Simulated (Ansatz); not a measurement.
Reaction (hydrogen abstraction from a Ge–H bond): `[CH3][GeH2][SeH]` + Cl• → `[CH3][GeH][SeH]`• + HCl

Isolated molecules relaxed with PBE0-D4/def2-TZVP in Ansatz; ΔE leaves out vibrations. CCSD(T)/CBS adds triple-zeta CCSD(T) − MP2 to the extrapolated MP2 energy (def2 sets, frozen cores). This one scheme is used for every species, atoms too. Functionals use def2-TZVPP. No spin–orbit coupling; open shells (•) take unrestricted orbitals. Spin–orbit coupling would lower the free atoms: a little for Cl. Bonds to Ge, Se are less sure, by a few kJ/mol each and by 10 to 20 or more in all where they break to atoms, as the def2 sets lack core-valence functions. Scalar relativity is left out up to krypton. One conformer a species, not always the lowest.

| species | BHLYP-D4 energy (Eh) |
| --- | --- |
| `[CH3][GeH2][SeH]` | -4520.26394 |
| Cl• | -460.15612 |
| `[CH3][GeH][SeH]`• | -4519.62923 |
| HCl | -460.81729 |

Q: Work out ΔE.

A: ΔE = (-4519.62923) + (-460.81729) − (-4520.26394) − (-460.15612) = -0.02646 Eh = -69.5 kJ/mol. CCSD(T)/CBS gives -80.1 kJ/mol.

Largest T1 diagnostic among the species: 0.012.

Leaving LDA and LC-ωPBE aside and taking each functional with its dispersion term where it has one, the values, not all of them listed here, spread over 37.0 kJ/mol, from PBE-D4 to BHLYP-D4. LDA lies −17.4 kJ/mol from PBE without D4. From BLYP to BHLYP (50 % exact exchange), in def2-TZVPP and without D4, ΔE moves by +28.1 kJ/mol.
